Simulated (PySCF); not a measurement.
Output of ΔSCF core-hole calculations on GeMe2H2 (`[H][Ge]([H])([CH3])[CH3]`).

Computed, not measured: PySCF, delta-SCF UKS SCAN, pcX-2 on the ionised atom, pcseg-1 elsewhere, spin-free X2C. The program numbers atoms from 0. The cycles run on a coarse integration grid; for E(ground) and E(ion) the exchange–correlation energy is redone on a finer one, so they differ from the last cycle, and only they enter the binding energy.

Coordinates (Å, PBE0-D3(BJ)/def2-SVP):
```
Ge    -0.615432    -0.014728    -0.443262
C     -0.639282    -0.017661     1.511110
H     -1.671213     0.017043     1.889718
H     -0.098296     0.857342     1.901092
H     -0.157245    -0.926531     1.900184
C      1.224896     0.005541    -1.100690
H      1.248777    -0.001640    -2.199953
H      1.774052    -0.874257    -0.734364
H      1.743204     0.910171    -0.749310
H     -1.366672     1.228755    -0.969953
H     -1.344741    -1.269546    -0.973681
```

```
ground state, core basis on atom 1 (C), 126 functions
  cycle   1  E = -2174.90337485  |g| = 5.12e-01
  cycle   2  E = -2174.83741685  |g| = 6.94e-01
  cycle   3  E = -2174.97126012  |g| = 4.37e-02
  cycle   4  E = -2174.97187588  |g| = 1.68e-02
  cycle   5  E = -2174.97195398  |g| = 7.40e-03
  cycle   6  E = -2174.97196266  |g| = 2.61e-03
  cycle   7  E = -2174.97196561  |g| = 4.47e-04
  E(ground) = -2175.10630557 Eh
hole in C 1s of atom 1
  cycle   1  E = -2163.73624468  |g| = 1.50e+00
  cycle   2  E = -2163.14344438  |g| = 1.76e+00
  cycle   3  E = -2164.26978469  |g| = 3.07e-01
  cycle   4  E = -2164.30437370  |g| = 9.49e-02
  cycle   5  E = -2164.30828217  |g| = 4.08e-02
  cycle   6  E = -2164.30914378  |g| = 7.61e-03
  cycle   7  E = -2164.30917933  |g| = 2.90e-03
  cycle   8  E = -2164.30918512  |g| = 8.80e-04
  cycle   9  E = -2164.30918606  |g| = 4.69e-04
  E(ion) = -2164.44281110 Eh   <S^2> = 0.7677   hole on atom = 1.000
```

**Question.** What is the C 1s binding energy of atom 1?

**Answer.** (-2164.442811 − (-2175.106306)) Eh × 27.2114 eV/Eh = 290.17 eV, for the carbon bonded to Ge and 3 H.

Geometry: PBE0-D3(BJ)/def2-SVP; no solvent, vibrations or thermal averaging.

The run took 5.7 s of wall time on one thread of an Arm Neoverse V1, shared host with 32 logical CPUs at a one-minute load of 30, and the process peaked at 0.46 GiB of memory.
Labels such as C1 count atoms from 1, the log's own numbers from 0.
